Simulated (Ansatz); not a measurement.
Ideal-gas functions of C2H4BCl, SMILES `BC(=C)Cl` at 400 K and 1 bar, from an Ansatz frequency run at PBE0-D4/def2-TZVP.

Molar mass 74.32 g/mol, point group Cs (symmetry number 1), electronic degeneracy 1, moments of inertia 49.066, 102.257, 151.323 u Å². Harmonic wavenumbers (cm⁻¹, unscaled): 178, 309, 388, 399, 633, 721, 867, 945, 997, 1009, 1165, 1260, 1416, 1647, 2601, 2697, 3159, 3257.

Use S(trans) = R[1.5 ln M + 2.5 ln T − 1.1517]; rotational temperatures θ = 24.2544 K / I; S(rot) = R[ln(√π/σ · √(T³/θAθBθC)) + 1.5]; for each mode x = 1.438777 ν̃/T, S = R[x/(eˣ − 1) − ln(1 − e⁻ˣ)] and H = RT x/(eˣ − 1); 1 cm⁻¹ = 0.0119627 kJ/mol; R = 8.31446 J/(mol·K).

By hand: the entropy, in J/(mol·K).

Translation 168.7. Rotation: θ = 0.4943, 0.2372, 0.1603 K, giving 108.5. Vibration, mode by mode: 12.16, 7.85, 6.19, 5.99, 3.06, 2.39, 1.58, 1.26, 1.08, 1.05, 0.66, 0.50, 0.31, 0.15, 0.01, 0.01, 0.00, 0.00, in all 44.3. Electronic 0.0. Sum 321.5 J/(mol·K).

By hand: H − E and G − E in kJ/mol, counted from the electronic energy.

Zero-point energy ½ × 23648 × 0.0119627 = 141.4; thermal vibration 10.8; translation, rotation and pV give 4 RT = 13.3. H − E = 165.5 kJ/mol, and G − E = 165.5 − 400 × 321.5/1000 = 36.9 kJ/mol.

Vibration gives 14 % of the entropy.
